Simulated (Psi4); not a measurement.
H₄AlFO₂SSi, singlet, geometry from GFN2-xTB (such geometries of metal compounds can be far from the true shape); Psi4 with PBE/def2-TZVP.

Input for Psi4:
```
memory 2 GB

molecule {
0 1
  Si   -1.71571608   -0.87045772    0.31902771
  F    -1.56694497   -1.43722933   -1.17784573
  S    -0.73822654    1.02086306    0.52056645
  Al    1.32675186    0.48081556   -0.01554044
  O     2.40460638    1.69014903   -0.27241282
  O     1.60967936   -1.13783867   -0.10180998
  H    -1.17208276   -1.91506630    1.16417303
  H    -3.11893049   -0.55268156    0.47780506
  H     2.80226594    2.54019578   -0.38050479
  H     2.06084136   -1.95386984   -0.26050504
}

set basis def2-tzvp

energy('pbe')
print_variables()
```

**Question.** Write the output that Psi4 gives for this input, abridged.

**Answer.** 
```
   => Loading Basis Set <=

    Name: DEF2-TZVP
    Role: ORBITAL
    Keyword: BASIS

         ---------------------------------------------------------
                                   SCF
               by Justin Turney, Rob Parrish, Andy Simmonett
                          and Daniel G. A. Smith
                              RKS Reference
         ---------------------------------------------------------

  ==> Geometry <==

    Molecular point group: c1
    Full point group: C1

    Geometry (in Angstrom), charge = 0, multiplicity = 1:

       Center              X                  Y                   Z               Mass
    ------------   -----------------  -----------------  -----------------  -----------------
         SI          -1.710150660551    -0.876744923601     0.334556772522    27.976926534650
         F           -1.561379550551    -1.443516533601    -1.162316667478    18.998403162730
         S           -0.732661120551     1.014575856399     0.536095512522    31.972071174400
         AL           1.332317279449     0.474528356399    -0.000011377478    26.981538530000
         O            2.410171799449     1.683861826399    -0.256883757478    15.994914619570
         O            1.615244779449    -1.144125873601    -0.086280917478    15.994914619570
         H           -1.166517340551    -1.921353503601     1.179702092522     1.007825032230
         H           -3.113365070551    -0.558968763601     0.493334122522     1.007825032230
         H            2.807831359449     2.533908576399    -0.364975727478     1.007825032230
         H            2.066406779449    -1.960157043601    -0.244975977478     1.007825032230

  Running in c1 symmetry.

  Rotational constants: A =      0.10583  B =      0.03815  C =      0.03094 [cm^-1]
  Rotational constants: A =   3172.60128  B =   1143.84715  C =    927.57208 [MHz]
  Nuclear repulsion =  439.246020731386579

  Charge       = 0
  Multiplicity = 1
  Electrons    = 72
  Nalpha       = 36
  Nbeta        = 36

  ==> Algorithm <==

  SCF Algorithm Type is DF.
  DIIS enabled.
  MOM disabled.
  Fractional occupation disabled.
  Guess Type is SAD.
  Energy threshold   = 1.00e-06
  Density threshold  = 1.00e-06
  Integral threshold = 1.00e-12

  ==> Primary Basis <==

  Basis Set: DEF2-TZVP
    Blend: DEF2-TZVP
    Number of shells: 88
    Number of basis functions: 228
    Number of Cartesian functions: 258
    Spherical Harmonics?: true
    Max angular momentum: 3

  ==> DFT Potential <==

   => LibXC <=

    Version 7.1.2
    S. Lehtola, C. Steigemann, M. J. T. Oliveira, and M. A. L. Marques,  SoftwareX 7, 1–5 (2018) (10.1016/j.softx.2017.11.002)

   => Composite Functional: PBE <=

    PBE GGA Exchange-Correlation Functional

    J.P. Perdew et. al., Phys. Rev. Lett., 77(18), 3865-3868, 1996

    Deriv               =              1
    GGA                 =           TRUE
    Meta                =          FALSE

    Exchange Hybrid     =          FALSE
    MP2 Hybrid          =          FALSE

   => Exchange Functionals <=

    1.0000     XC_GGA_X_PBE

   => Correlation Functionals <=

    1.0000     XC_GGA_C_PBE

   => LibXC Density Thresholds  <==

    XC_GGA_C_PBE:  1.00E-12
    XC_GGA_X_PBE:  1.00E-15

   => Molecular Quadrature <=

    Radial Scheme          =       TREUTLER
    Pruning Scheme         =           NONE
    Nuclear Scheme         =       TREUTLER

    Blocking Scheme        =         OCTREE
    BS radius alpha        =              1
    Pruning alpha          =              1
    Radial Points          =             75
    Spherical Points       =            302
    Total Points           =         215546
    Total Blocks           =           1670
    Max Points             =            256
    Max Functions          =            202
    Weights Tolerance      =       1.00E-15

   => Loading Basis Set <=

    Name: (DEF2-TZVP AUX)
    Role: JKFIT
    Keyword: DF_BASIS_SCF

  ==> Integral Setup <==

  SCF_SUBTYPE=INCORE selected. In-core MEM_DF algorithm will be used.
  Using in-core AOs.

  ==> MemDFJK: Density-Fitted J/K Matrices <==

    J tasked:                   Yes
    K tasked:                    No
    wK tasked:                   No
    Algorithm:                 Core
    Schwarz Cutoff:           1E-12
    Mask sparsity (%):      11.9691
    Fitting Condition:        1E-10

   => Auxiliary Basis Set <=

  Basis Set: (DEF2-TZVP AUX)
    Blend: DEF2-UNIVERSAL-JKFIT
    Number of shells: 213
    Number of basis functions: 687
    Number of Cartesian functions: 824
    Spherical Harmonics?: true
    Max angular momentum: 4

  Minimum eigenvalue in the overlap matrix is 2.1794220938E-03.
  Reciprocal condition number of the overlap matrix is 3.9527226817E-04.
    Using symmetric orthogonalization.

  ==> Pre-Iterations <==

  SCF Guess: Superposition of Atomic Densities via on-the-fly atomic UHF (no occupation information).

   -------------------------
    Irrep   Nso     Nmo
   -------------------------
     A        228     228
   -------------------------
    Total     228     228
   -------------------------

  ==> Iterations <==

                           Total Energy        Delta E     RMS |[F,P]|

   @DF-RKS iter SAD: -1181.73126398979730   -1.18173e+03   0.00000e+00
   @DF-RKS iter   1: -1181.79363403487582   -6.23700e-02   6.29842e-03 ADIIS/DIIS
   @DF-RKS iter   2: -1178.56905029225982    3.22458e+00   1.26898e-02 ADIIS/DIIS
   @DF-RKS iter   3: -1182.38956570482310   -3.82052e+00   1.88312e-03 ADIIS/DIIS
   @DF-RKS iter   4: -1182.45708098953355   -6.75153e-02   1.04950e-03 ADIIS/DIIS
   @DF-RKS iter   5: -1182.48474181398660   -2.76608e-02   3.33015e-04 ADIIS/DIIS
   @DF-RKS iter   6: -1182.48710500370930   -2.36319e-03   1.28688e-04 ADIIS/DIIS
   @DF-RKS iter   7: -1182.48744280636424   -3.37803e-04   5.06625e-05 DIIS
   @DF-RKS iter   8: -1182.48749099872589   -4.81924e-05   1.49545e-05 DIIS
   @DF-RKS iter   9: -1182.48749683220171   -5.83348e-06   2.43471e-06 DIIS
   @DF-RKS iter  10: -1182.48749695542074   -1.23219e-07   1.27546e-06 DIIS
   @DF-RKS iter  11: -1182.48749700452004   -4.90993e-08   2.88235e-07 DIIS
  Energy and wave function converged.

  ==> Post-Iterations <==

   Electrons on quadrature grid:
      Ntotal   =   72.0000252264 ; deviation = 2.523e-05

    Orbital Energies [Eh]
    ---------------------

    Doubly Occupied:

[...]
    Virtual:

[...]
    Final Occupation by Irrep:
              A
    DOCC [    36 ]
    NA   [    36 ]
    NB   [    36 ]

  @DF-RKS Final Energy: -1182.48749700452004

   => Energetics <=

    Nuclear Repulsion Energy =            439.2460207313865794
    One-Electron Energy =               -2515.2106398947776142
    Two-Electron Energy =                 987.4231513093059220
    DFT Exchange-Correlation Energy =     -93.9460291504349811
    Empirical Dispersion Energy =           0.0000000000000000
    VV10 Nonlocal Energy =                  0.0000000000000000
    Total Energy =                      -1182.4874970045200371

Computation Completed

Properties will be evaluated at   0.000000,   0.000000,   0.000000 [a0]

Properties computed using the SCF density matrix

 Multipole Moments:

 ------------------------------------------------------------------------------------
     Multipole            Electronic (a.u.)      Nuclear  (a.u.)        Total (a.u.)
 ------------------------------------------------------------------------------------

 L = 1.  Multiply by 2.5417464519 to convert [e a0] to [Debye]
 Dipole X            :          0.1221551            0.7572319            0.8793870
 Dipole Y            :          0.8633902           -0.8554384            0.0079518
 Dipole Z            :         -1.9313989            2.1128881            0.1814892
 Magnitude           :                                                    0.8979550

 ------------------------------------------------------------------------------------

  Variable Map:
  ----------------------------------------------------------------------------
[...]
  Array Variable Map:
  ----------------------------------------------------------------------------
[...]
[...]
```
